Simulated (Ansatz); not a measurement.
Ansatz results at the PBE0-D4/def2-TZVP geometry: HOMO energy (PBE0/def2-TZVPP) -7.10 eV; HOMO–LUMO gap (PBE/def2-TZVPP) 3.67 eV; LUMO energy (ωB97M-V/def2-TZVPP) 0.13 eV.

Each molecule was computed in one conformer, which needn't be the lowest.

(1) Which molecule gave them?
A. `[CH3][AlH]/[CH]=C/I`
B. `C[SiH]1PS1`
C. `CC1[SiH2]B1F`
D. `I[CH2][Al]1[CH2][CH2]1`

Answers

(1) A. The others give `I[CH2][Al]1[CH2][CH2]1`: -5.64, 1.98, 0.12; `C[SiH]1PS1`: -6.87, 4.13, 1.26; `CC1[SiH2]B1F`: -6.78, 3.51, 0.76.
